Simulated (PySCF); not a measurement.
Can point charges reproduce the dipole moment of `C(C)#C[Si@](C#C)(Cl)F`?

Coordinates (GFN2-xTB, Å) and charges (e) from the PBE0/pcSseg-1 density (PySCF):

```json
{"atom": "C1", "x": "2.234", "y": "0.690", "z": "-2.667", "Mulliken": "-0.1377", "IAO": "-0.1497", "Hirshfeld": "-0.0570", "ESP-fitted": "-0.3111"}
{"atom": "C2", "x": "1.893", "y": "0.819", "z": "-1.522", "Mulliken": "-0.2023", "IAO": "-0.3587", "Hirshfeld": "-0.1591", "ESP-fitted": "-0.1041"}
{"atom": "Si3", "x": "1.378", "y": "0.989", "z": "0.243", "Mulliken": "+1.1377", "IAO": "+1.3600", "Hirshfeld": "+0.4635", "ESP-fitted": "+0.5665"}
{"atom": "F4", "x": "1.098", "y": "2.557", "z": "0.499", "Mulliken": "-0.3889", "IAO": "-0.5201", "Hirshfeld": "-0.1950", "ESP-fitted": "-0.2220"}
{"atom": "Cl5", "x": "2.862", "y": "0.448", "z": "1.495", "Mulliken": "-0.2862", "IAO": "-0.2756", "Hirshfeld": "-0.0939", "ESP-fitted": "-0.1283"}
{"atom": "C6", "x": "-0.181", "y": "0.075", "z": "0.570", "Mulliken": "-0.4555", "IAO": "-0.4196", "Hirshfeld": "-0.1910", "ESP-fitted": "-0.3963"}
{"atom": "C7", "x": "-1.198", "y": "-0.538", "z": "0.776", "Mulliken": "-0.0653", "IAO": "+0.0506", "Hirshfeld": "+0.0042", "ESP-fitted": "+0.2498"}
{"atom": "C8", "x": "-2.419", "y": "-1.266", "z": "1.017", "Mulliken": "-0.1592", "IAO": "-0.4428", "Hirshfeld": "-0.0866", "ESP-fitted": "-0.5497"}
{"atom": "H9", "x": "2.531", "y": "0.588", "z": "-3.671", "Mulliken": "+0.0738", "IAO": "+0.2094", "Hirshfeld": "+0.1059", "ESP-fitted": "+0.3063"}
{"atom": "H10", "x": "-3.247", "y": "-0.570", "z": "1.146", "Mulliken": "+0.1620", "IAO": "+0.1827", "Hirshfeld": "+0.0701", "ESP-fitted": "+0.2029"}
{"atom": "H11", "x": "-2.631", "y": "-1.918", "z": "0.170", "Mulliken": "+0.1604", "IAO": "+0.1817", "Hirshfeld": "+0.0693", "ESP-fitted": "+0.1947"}
{"atom": "H12", "x": "-2.320", "y": "-1.873", "z": "1.916", "Mulliken": "+0.1610", "IAO": "+0.1820", "Hirshfeld": "+0.0696", "ESP-fitted": "+0.1914"}
```

Question: What dipole does each set of charges give (1 e·Å = 4.803 D), and what does the density give?

Answer: The full density gives (-2.17, -2.40, -1.22) D, 3.46 D in size; dipole vectors point from the negative to the positive end.

```csv
scheme,μx,μy,μz,size (D),share of the full size (%),angle to the full dipole (°)
Mulliken,-4.60,-3.43,0.52,5.76,166,28
IAO,-1.80,-3.24,-1.09,3.86,112,13
Hirshfeld,-1.62,-1.92,-0.42,2.55,74,11
ESP-fitted,-2.21,-2.40,-1.25,3.50,101,1
```

Question: Which set comes closest?

Answer: Length of the difference vector: ESP-fitted 0.05 D, IAO 0.92 D, Hirshfeld 1.08 D, Mulliken 3.16 D. Closest: ESP-fitted. 

Question: What is left for the Hirshfeld atoms' own dipoles?

Answer: The Hirshfeld atoms' densities add up to the full density, so μ = Σ q r + Σ (atomic dipoles). The atomic dipoles sum to (-2.17, -2.40, -1.22) − (-1.62, -1.92, -0.42) = (-0.55, -0.48, -0.80) D, 1.08 D in size.

Question: With the origin at the mean of the coordinates, (0.000, 0.000, -0.002) Å, which are the largest single terms, by size, of the Hirshfeld dipole along the direction of the full one?

Answer: Si3 -3.65, F4 +2.47, Cl5 +1.19, H11 +0.97, C2 +0.93 D; all 12 atoms together +2.50 D. The single terms depend on the origin, their sum doesn't.

Question: Give the size of the full dipole in other units.

Answer: 3.46 D = 1.361 au = 0.720 e·Å = 11.54 × 10⁻³⁰ C·m.

Geometry: GFN2-xTB; no solvent, vibrations or thermal averaging.
